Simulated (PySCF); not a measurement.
Positional isomers: benzothiophene silyl+ethynyl. Isolated molecules, 0 K electronic values unless said otherwise. Strings in code marks are SMILES.

Quantity: electronic energy of isomers of C10H8SSi relative to `C#Cc1c([SiH3])sc2ccccc12`, in kcal/mol.

Case: `C#Cc1cc2ccc([SiH3])cc2s1`. Geometry of `c12sc(C#C)cc1ccc(c2)[SiH3]` (neutral, multiplicity 1, Å):

```xyz
20

C      5.3849     0.7103     0.0577
C      4.1728     0.5271     0.0029
C      2.7759     0.3307    -0.0698
C      2.0167    -0.6717     0.5157
C      0.6179    -0.5603     0.2302
C     -0.4565    -1.3863     0.6442
C     -1.7551    -1.0842     0.2403
C     -2.0413     0.0417    -0.5853
Si    -3.8165     0.4313    -1.0907
C     -0.9841     0.8693    -1.0058
C      0.3277     0.5685    -0.6000
S      1.7792     1.4569    -1.0040
H      6.4532     0.8669     0.1094
H      2.4628    -1.4622     1.1331
H     -0.2568    -2.2619     1.2806
H     -2.5783    -1.7386     0.5691
H     -4.4861    -0.7924    -1.6574
H     -4.6294     0.8882     0.0926
H     -3.8094     1.5233    -2.1253
H     -1.1775     1.7433    -1.6469
```

Problem. Estimate the electronic energy of isomers of C10H8SSi relative to `C#Cc1c([SiH3])sc2ccccc12` that B3LYP/3-21G // PBE-D3(BJ)/def2-SVP (PySCF) returns for this input.

Solution. 1.62 kcal/mol.
